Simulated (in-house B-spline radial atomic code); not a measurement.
How numerical settings move a run on Cd II (Cd+), [Kr] 4d10 5s1. Computed with an all-electron radial atomic-structure program (B-spline basis): Dirac-Hartree-Fock, average of configuration, Fermi nucleus of rms radius 4.6087 fm.

Command:
```bash
python run_scf.py task.json out
```
Settings of the sound reference run:
```
Z                48
electrons        47
configuration    [Kr] 4d10 5s1
hamiltonian      dirac
method           hf
spin_polarised   False
nucleus          fermi
rms_radius       4.6087
mass_number      114
atomic_mass      113.9034
speed_of_light   137.036
knot_spacing     0.22
spline_order     8
gauss_points     12
box_radius       35.29
max_iterations   70
damping          0.5
damped_steps     3
diis_vectors     10
tolerance        1e-08
start            Thomas-Fermi
```

Run time, properties included: 1.9 s on 1 thread of Arm Neoverse N1, on a shared host.

It converges in 10 iterations to -5593.048952 hartree, with 5s1/2 at -15.6898 eV. The other runs change the listed settings, some to values that make no sense; their results aren't properties of the atom or ion. Radii are in bohr (the nuclear one in fm), a minus after a letter asks for a j subshell, and «unchanged» means within 1e-8 hartree. The run stops when the residual is below 10 × tolerance × max(1, Z/10), or a noise floor if that is larger, and the energy moves by less than 1e-8 × √|E| hartree; so very loose and very tight tolerances often act alike.

```tsv
changed settings	outcome
electrons = 49, configuration = [Kr] 4d10 5s3, max_iterations = 100	stopped with error: shell 5s holds at most 2 electrons
spline_order = 3, box_radius = 5.29, max_iterations = 12, start = bare nucleus	converged in 12 iterations, energy +1.91e-01 hartree from the reference, 5s1/2 level +7.3e-01 eV (the program warns: 5s1/2 reaches the box edge; 4p3/2 reaches the box edge)
first_knot = 2.08e-06	converged in 10 iterations, energy -2.78e-08 hartree from the reference
method = r2scan	stopped with error: meta-GGAs are not served with the Dirac Hamiltonian
first_knot = 0.00625	converged in 10 iterations, energy -8.66e-03 hartree from the reference, 5s1/2 level -3.0e-04 eV
gauss_points = 4	converged in 10 iterations, energy +9.77e-07 hartree from the reference, 5s1/2 level -3.6e-07 eV
first_knot = 0.0625	converged in 10 iterations, energy +1.71e+01 hartree from the reference, 5s1/2 level +6.4e-03 eV
electrons = 50, configuration = [Kr] 4d10 5s1 6s3, max_iterations = 60	stopped with error: shell 6s holds at most 2 electrons
gauss_points = 5, box_radius = 10.59, max_iterations = 50, damped_steps = 1	converged in 9 iterations, energy +4.72e-06 hartree from the reference, 5s1/2 level +1.1e-04 eV (the program warns: 5s1/2 reaches the box edge)
gauss_points = 3	converged in 10 iterations, energy +2.08e-04 hartree from the reference, 5s1/2 level -8.0e-05 eV
knot_spacing = 0.4, max_iterations = 5	not converged after 5 iterations, last residual 6.6e-03, last energy +2.62e-03 hartree from the reference
first_knot = 0.00208	converged in 10 iterations, energy +3.44e-02 hartree from the reference, 5s1/2 level +1.3e-04 eV
first_knot = 2.08e-05	converged in 10 iterations, energy +1.47e-08 hartree from the reference
max_iterations = 5, tolerance = 1e-05	not converged after 5 iterations, last residual 4.0e-03, last energy +5.84e-04 hartree from the reference
gauss_points = 16	converged in 10 iterations, energy unchanged
```

**Question.** What happens with gauss_points = 6, max_iterations = 75, diis_vectors = 1?

**Answer.** Converged in 37 iterations, energy unchanged, 5s1/2 level -6.8e-06 eV.

**Question.** What happens with first_knot = 0.0208?

**Answer.** Converged in 10 iterations, energy +1.29e+00 hartree from the reference, 5s1/2 level +1.7e-03 eV.

**Question.** What happens with damped_steps = 30?

**Answer.** Converged in 22 iterations, energy unchanged, 5s1/2 level -9.5e-06 eV.

**Question.** What happens with damped_steps = 0?

**Answer.** Converged in 9 iterations, energy unchanged.
